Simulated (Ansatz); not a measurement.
`ClC[SiH2]B(Cl)Cl` + HCl → `ClC[SiH2]Cl` + `ClBCl` at 600 K and 1 bar (cleavage of the Si–B bond).

Isolated molecules relaxed with PBE0-D4/def2-TZVP in Ansatz; ΔE leaves out vibrations. CCSD(T)/CBS is the MP2 limit (def2-TZVPP, def2-QZVPP) plus CCSD(T) − MP2 in def2-TZVPP, frozen cores. This one scheme is used for every species. One conformer a species, not always the lowest.

```csv
species,CCSD(T)/CBS energy (Eh),H − E (kJ/mol),S (J/(mol·K))
`ClC[SiH2]B(Cl)Cl`,-1733.74258,207.3,509.2
HCl,-460.38127,35.4,207.2
`ClC[SiH2]Cl`,-1249.14529,174.5,405.1
`ClBCl`,-945.02167,68.4,308.2
```

H − E and S are ideal-gas, rigid-rotor, harmonic terms from PBE0-D4/def2-TZVP, for one conformer and one mirror image of each species. 1 Eh = 2625.50 kJ/mol, R = 8.31446 J/(mol·K).

Q: By hand: ΔE, ΔH, ΔS and ΔG.

A: ΔE = (-1249.14529) + (-945.02167) − (-1733.74258) − (-460.38127) = -0.04311 Eh = -113.2 kJ/mol. Δ(H − E) = 174.5 + 68.4 − 207.3 − 35.4 = 0.2, so ΔH = -113.0 kJ/mol. ΔS = 405.1 + 308.2 − 509.2 − 207.2 = -3.1 J/(mol·K). ΔG = -113.0 − 600 × (-3.1)/1000 = -111.1 kJ/mol.

Q: By hand: the equilibrium constant, and the temperature at which ΔG would vanish if ΔH and ΔS stayed fixed.

A: log₁₀ K = −ΔG/(RT ln 10) = 9.7. ΔG = 0 at ΔH/ΔS = 36452 K, far beyond where these terms or the molecules hold.

The number of gas molecules stays the same, so ΔS is small and ΔH decides. A doubt of 5 kJ/mol in ΔE shifts log₁₀ K by 0.4 here. Other conformers and mirror images would add mixing entropy, several J/(mol·K) or more a flexible species. Modes under 60 cm⁻¹, often nearly free rotors, make the harmonic entropy too high. These are equilibria of isolated gas molecules and say nothing of rates. Largest T1 diagnostic: 0.012 (customary marks: 0.02 for closed shells, 0.045 for open ones).
